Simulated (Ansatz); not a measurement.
## HgH2(H2S) in a box, plane waves

Ansatz 0.2.0, DFT PBE, scalar-relativistic, plane waves, PAW, molecule in a box. The geometry was relaxed with Gaussian bases (PBE; Hg def2-SVP with ECP60, H def2-SVP, S def2-SVP).

```yaml
crystal:
  lattice:
    - [12.96, 0.0, 0.0]
    - [0.0, 12.69, 0.0]
    - [0.0, 0.0, 10.95]
  atoms:
    - { symbol: Hg, position: [0.53309877, 0.59269582, 0.49987032] }
    - { symbol: H, position: [0.65290818, 0.5450528, 0.49987032] }
    - { symbol: H, position: [0.41471759, 0.6450985, 0.49987032] }
    - { symbol: S, position: [0.40595602, 0.35460993, 0.49987032] }
    - { symbol: H, position: [0.34722222, 0.39971316, 0.58878174] }
    - { symbol: H, position: [0.34722222, 0.39971316, 0.4109589] }
basis:
  ecutwfc: 420
  ecutrho_ratio: 4
kpoints:
  mp_grid: { grid: [1, 1, 1] }
hamiltonian:
  xc: pbe
scf:
  occupations: { method: gaussian, width: 0.01 }
output:
  forces: true
  eigenvalues: true
  populations: true
```

Command:
```sh
ansatz run input.yaml --threads 2 --pin off --max-ram 5120MiB --backend cpu --events-out ev --progress --plain --runs-dir out
```
It took 4 s on 2 threads of Arm Neoverse V1, with other jobs on the host, peak memory 0.92 GiB.

(1) How does the SCF go?

(2) Which levels lie next to the highest filled one (eV, counted from it)?

(3) What forces are left at this geometry, relaxed with Gaussian bases (eV/Å)?

The highest of the empty levels listed lie near the vacuum level and may be states of the box.

Answers

(1) 
```
SCF iter   1: F=—  HF=-14778.336203 eV  |F-HF|=—  |Δ(HF+E_count)|=         —  Δρ=1.21e-3
preconditioner: auto → Resta (q_TF=auto, 1.379 Å⁻¹)  ε∞=1.2  [insulator: Δε(μ)=4.921 eV  Ē_g=9.044 eV  σ=0.010 eV  W_gap=1.00  n_s
SCF iter   2: F=—  HF=-14778.322907 eV  |F-HF|=—  |Δ(HF+E_count)|=   1.33e-2  Δρ=4.09e-4
SCF iter   3: F=—  HF=-14778.323311 eV  |F-HF|=—  |Δ(HF+E_count)|=   4.04e-4  Δρ=1.85e-4
SCF iter   4: F=—  HF=-14778.324149 eV  |F-HF|=—  |Δ(HF+E_count)|=   8.39e-4  Δρ=6.14e-5
SCF iter   5: F=—  HF=-14778.324260 eV  |F-HF|=—  |Δ(HF+E_count)|=   1.11e-4  Δρ=1.56e-5
SCF iter   6: F=—  HF=-14778.324267 eV  |F-HF|=—  |Δ(HF+E_count)|=   6.17e-6  Δρ=4.56e-6
SCF iter   7: F=-14778.324267 eV  HF=-14778.324267 eV  |F-HF|=5.86e-8  |Δ(HF+E_count)|=   1.65e-7  Δρ=9.51e-7
```

(2) Filled: -6.05, -4.68, -4.34, -4.31, -4.19, -4.17, -2.88, -2.10, -0.24, 0.00. Empty: 5.15, 5.27, 5.51, 5.77, 6.31, 6.69.

(3) 
```
Hg   0.00  0.04  0.00
H   -0.16  0.05  0.00
H    0.17 -0.07  0.00
S   -0.26  0.18  0.00
H    0.13 -0.10 -0.17
H    0.13 -0.10  0.17
```
